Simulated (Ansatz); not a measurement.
```yaml
crystal:
  periodic: [false, false, false]
  atoms:
    - {symbol: Zr, position_ang: [0.841740, 0.033869, -0.303950]}
    - {symbol: Zr, position_ang: [-1.877520, -0.069231, 0.696348]}
    - {symbol: Se, position_ang: [-1.255901, 1.456245, -1.191275]}
    - {symbol: Se, position_ang: [-0.772801, -2.110826, -0.245990]}
    - {symbol: Se, position_ang: [3.049634, 0.107121, -1.154912]}
    - {symbol: Se, position_ang: [0.014857, 0.582812, 2.199788]}
basis:
  gaussian: {orbitals: def2-mTZVP}
hamiltonian: {xc: {name: wB97}}
output: {forces: true}
```

```sh
$ ansatz run in.yaml --threads 4 --pin off --events-out ev --progress --plain --max-ram 8704MiB
```

Output, abridged:

```
Functional definition: wB97
2122 factors; their error is unknown
687 factors; integrals over basis functions are off by at most 1.2e-5 eV
mean field evaluation 1: about -263973.1116 eV, gradient 4.3e1 eV
mean field evaluation 2: about -263924.0624 eV, gradient 1.6e2 eV
mean field evaluation 4: about -263980.5072 eV, gradient 9.3e0 eV
mean field evaluation 8: about -263980.7836 eV, gradient 1.4e-1 eV
mean field evaluation 16: about -263980.6814 eV, gradient 2.0e-3 eV
mean field -263980.68140959 eV, -9701.1111092700 hartree, gradient 2.6e-5 eV, S^2 0.000000; 0 other end points of the search recorded, 0 dependent functions left out
reference -263980.68139409 eV, -9701.1111087005 hartree; 80, 80 occupied and 130, 130 virtual orbitals, 2122 factors
Total energy: -263980.68139409 eV, -9701.1111087005 hartree
Atom 0 at     0.841740     0.033869    -0.303950 Å, force     1.420089     0.048934    -0.537731 eV/Å
Atom 1 at    -1.877520    -0.069231     0.696348 Å, force     0.012512    -0.002815    -0.003443 eV/Å
Atom 2 at    -1.255901     1.456245    -1.191275 Å, force    -0.147877    -0.255842     0.336659 eV/Å
Atom 3 at    -0.772801    -2.110826    -0.245990 Å, force    -0.231668     0.338892     0.173765 eV/Å
Atom 4 at     3.049634     0.107121    -1.154912 Å, force    -0.699943    -0.021041     0.278317 eV/Å
Atom 5 at     0.014857     0.582812     2.199788 Å, force    -0.353112    -0.108127    -0.247567 eV/Å
Dipole moment:    -1.962271    -0.070294     0.734557 e Å
```

It took 24 s on 4 threads of Arm Neoverse V2 on a shared host, peak host memory 0.88 GiB.

In the def2 sets Zr takes a core potential; there is no spin–orbit coupling.
